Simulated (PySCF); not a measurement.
Input for PySCF: R-B3LYP/LANL2DZ on BiF2HTe (SMILES [F][Bi]([F])[TeH]), a point of a torsion scan.

```python
from pyscf import gto, scf, dft, mp
from pyscf.data.elements import chemcore

mol = gto.M(
    atom='''
    F    -1.45966454    1.59136868    0.32849681
    Bi   -0.72417161   -0.02876823   -0.74377568
    F    -1.58333485   -1.56635429    0.34291007
    Te    1.47179957   -0.15177757    0.86823305
    H     1.11935274   -1.67520436    1.34547626
    ''',
    basis='lanl2dz',
    ecp={'Bi': 'lanl2dz', 'Te': 'lanl2dz'},
    charge=0, spin=0, verbose=3, max_memory=1800)
mf = dft.RKS(mol, xc='b3lyp')
mf.conv_tol = 1e-8
mf.max_cycle = 100
mf.kernel()
if not mf.converged:
    mf = mf.newton().run(mf.mo_coeff, mf.mo_occ)
```

Program output:

```
converged SCF energy = -213.865664879814
```

The run converged.

Cost: about 6 core-seconds (a rough figure).
